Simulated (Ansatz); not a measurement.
Input file for Ansatz (a quantum-chemistry and plane-wave program): R-B2PLYP/def2-TZVPPD on H2 (SMILES [H][H]). Files ending in .json are basis or fitting sets from the Basis Set Exchange.

Ansatz 0.2 input:
```yaml
crystal:
  periodic: [false, false, false]
  atoms:
    - {symbol: H, position_ang: [-0.34412109, 0.11184347, 2.94464771]}
    - {symbol: H, position_ang: [-0.48072203, 0.07509845, 3.67589353]}
basis:
  gaussian:
    orbitals: def2-TZVPPD.json
hamiltonian:
  xc: {name: B2PLYP}
magnetization: {spin_polarized: false}
correlation: {electrons: outside_noble_gas}
scf: {lower_state_search: off}
```

It printed:

```
WARN ansatz: RAYON_NUM_THREADS=1 ignored (pool sized by the plan → 1); use --threads N
Functional definition: B2PLYP
these checks for a lower state are left out or cut short: stability, starts, cluster_reference, orbital_swaps, neighbouring_geometries, increment
integrals: 0.00 GiB planned
170 factors; integrals over basis functions are off by at most 1.0e-3 eV
mean field: 0.05 GiB planned
mean field evaluation 1: about -31.5469 eV, gradient 2.6e0 eV
mean field evaluation 2: about -31.5459 eV, gradient 2.6e0 eV
mean field evaluation 4: about -31.5598 eV, gradient 1.5e-2 eV
mean field evaluation 8: about -31.5598 eV, gradient 1.5e-5 eV
mean field -31.55977829 eV, -1.1598004603 hartree, gradient 6.2e-7 eV, S^2 0.000000; 0 other end points of the search recorded, 0 dependent functions left out
reference -31.55986074 eV, -1.1598034902 hartree; 1, 1 occupied and 33, 33 virtual orbitals, 170 factors
second order -1.02629338 eV of doubles, -0.00000000 eV of singles
Total energy: -31.83695995 eV, -1.1699866984 hartree
Checks for a lower state left out: stability, starts, cluster_reference, orbital_swaps, neighbouring_geometries, increment
```

The run converged.

Cost: about 0.08 core-seconds (a rough figure).
